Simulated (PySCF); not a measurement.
**PySCF run on Sn2**

File input.py (PySCF 2.14):

```python
from pyscf import gto, scf, mp

mol = gto.M(
    atom='Sn 0 0 0; Sn 0 0 2.565',
    basis='sbkjc',
    ecp={'Sn': 'sbkjc'},
    charge=0,
    spin=2,
    symmetry=True,
    verbose=4,
)
mf = scf.UHF(mol)
mf.kernel()
mp.MP2(mf).kernel()
mf.dip_moment()
print('orbital energies (hartree):', [e[max(0, n-3):n+3].round(4) for e, n in zip(mf.mo_energy, mol.nelec)])
```

```bash
$ OMP_NUM_THREADS=1 python input.py
```

Output (some set-up lines and the per-cycle HOMO/LUMO lines with their warnings removed):

```
PySCF version 2.14.0

[INPUT] Symbol           X                Y                Z      unit          X                Y                Z       unit  Magmom
[INPUT]  1 Sn     0.000000000000   0.000000000000   0.000000000000 AA    0.000000000000   0.000000000000   0.000000000000 Bohr   0.0
[INPUT]  2 Sn     0.000000000000   0.000000000000   2.565000000000 AA    0.000000000000   0.000000000000   4.847147509509 Bohr   0.0

nuclear repulsion = 3.30091047747368
point group symmetry = Dooh
symmetry origin: [0.         0.         2.42357375]
symmetry axis x: [1. 0. 0.]
symmetry axis y: [0. 1. 0.]
symmetry axis z: [0. 0. 1.]
num. orbitals of irrep A1g = 4
num. orbitals of irrep E1gx = 2
num. orbitals of irrep E1gy = 2
num. orbitals of irrep A1u = 4
num. orbitals of irrep E1uy = 2
num. orbitals of irrep E1ux = 2
number of shells = 8
number of NR pGTOs = 40
number of NR cGTOs = 16
basis = sbkjc
ecp = {'Sn': 'sbkjc'}

******** <class 'pyscf.scf.uhf_symm.SymAdaptedUHF'> ********
method = SymAdaptedUHF
initial guess = minao
damping factor = 0
level_shift factor = 0
DIIS = <class 'pyscf.scf.diis.CDIIS'>
SCF conv_tol = 1e-09
SCF max_cycles = 50
number electrons alpha = 5  beta = 3
Freeze 0 electrons in irreps []
    8 free electrons in irreps A1g E1gx E1gy A1u E1uy E1ux
init E= -6.11277104925733

cycle= 1 E= -6.53618052764915  delta_E= -0.423  |g|= 0.0666  |ddm|= 1.52
cycle= 2 E= -6.54531588987706  delta_E= -0.00914  |g|= 0.0153  |ddm|= 0.281
cycle= 3 E= -6.54582544285433  delta_E= -0.00051  |g|= 0.00355  |ddm|= 0.0859
cycle= 4 E= -6.54585886195674  delta_E= -3.34e-05  |g|= 0.000692  |ddm|= 0.0308
cycle= 5 E= -6.54586028459944  delta_E= -1.42e-06  |g|= 0.000131  |ddm|= 0.00774
cycle= 6 E= -6.54586033738835  delta_E= -5.28e-08  |g|= 1.1e-05  |ddm|= 0.00152
cycle= 7 E= -6.54586033777748  delta_E= -3.89e-10  |g|= 2.84e-06  |ddm|= 6.96e-05
Extra cycle  E= -6.54586033779852  delta_E= -2.1e-11  |g|= 1.34e-06  |ddm|= 1.34e-05
converged SCF energy = -6.54586033779852  <S^2> = 2.003545  2S+1 = 3.0023624

******** <class 'pyscf.mp.ump2.UMP2'> ********
nocc = (np.int64(5), np.int64(3)), nmo = (16, 16)
E(UMP2) = -6.5919235462975  E_corr = -0.0460632084989748
E(SCS-UMP2) = -6.59005253637258  E_corr = -0.044192198574057
E_corr(same-spin) = -0.0127888287977455
E_corr(oppo-spin) = -0.0332743797012293
Dipole moment(X, Y, Z, Debye):  0.00000,  0.00000, -0.00000
orbital energies (hartree): [array([-0.2772, -0.2772, -0.2651, -0.0084, -0.0084,  0.0994]), array([-0.5992, -0.4197, -0.2457, -0.0248, -0.0248,  0.0585])]
```

In short: E(SCF) = -6.545860 Eh, 7 cycles, E(MP2) − E(SCF) = -0.04606 Eh, ⟨S²⟩ = 2.004, μz(SCF) = 0.00 D.

It ran on Intel Xeon Gold 6455B (1 thread, shared host) in 0.62 s, peak memory 0.12 GiB.

The bond length is a typed value, not an optimised one. No search for the lowest solution was made.
